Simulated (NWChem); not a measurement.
# PbI2, singlet; SMILES [I][Pb][I]

Computed with NWChem. Low-valent species are run as closed-shell singlets; no triplet was tried in these runs. Structure relaxed at the PBE0/def2-SVP level. def2 effective core potentials on I, Pb; no spin-orbit coupling. Level: PBE0/def2-SVPD; the question gives the wavelength of the field.

Predict the results for field static. Quantities: isotropic polarisability (bohr³); anisotropy (bohr³).


```yaml
isotropic polarisability (bohr³): 126.2
anisotropy (bohr³): 77.0
```
